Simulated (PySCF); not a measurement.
# Electron correlation in Fe (iron, neutral)

[Ar] 3d7 4s1, high-spin 5F determinant (an excited configuration). All numbers are calculated (PySCF 2.14, scalar relativity by spin-free X2C-1e, in x2c-TZVPPall with one added diffuse shell each of s, p, d, f type (7s6p5d3f1g, 80 functions)). Frozen: [Ar]; 8 electrons correlated.

```tsv
level	correlation energy (mhartree)
CCSD	-223.99
(T)	-10.84
CCSD(T)	-234.83
```

Diagnostics: T1 = 0.027, D1 = 0.0622, largest double amplitude 0.027.

Cost of the coupled-cluster step: roughly 40 core-seconds, for 8 correlated electrons.
